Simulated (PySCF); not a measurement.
How methods differ on the ionisation energy of Se³²⁺

Se³²⁺ 1s2 → Se³³⁺ 1s1 [1s1/2^1, M_J = 1/2], as a difference of total energies. Calculation: PySCF 2.14, in an uncontracted even-tempered set (15 s from 50 bohr⁻², ratio 2.4; 10 p from 65 bohr⁻², ratio 2.4; 3 d from 200 bohr⁻², ratio 2.6; 3 f from 310 bohr⁻², ratio 2.6); the two-component X2C-1e Hamiltonian. Correlated levels: nothing frozen; the 32 highest virtual spinors dropped. "Screened" scales the spin-orbit matrix elements by Boettger's factors to mimic the two-electron term; Breit and QED terms are absent.

```json
{"method": "GHF (screened spin-orbit)", "ionisation energy (eV)": "15382.1"}
{"method": "GMP2 (screened spin-orbit)", "ionisation energy (eV)": "15383.5"}
```

For this ion Breit and QED terms and the two-electron picture change, all absent here, outweigh the correlation shift from GHF to GMP2.

For comparison: 15367.5 eV (theoretical estimate listed by NIST; NIST Atomic Spectra Database, ionization energies).
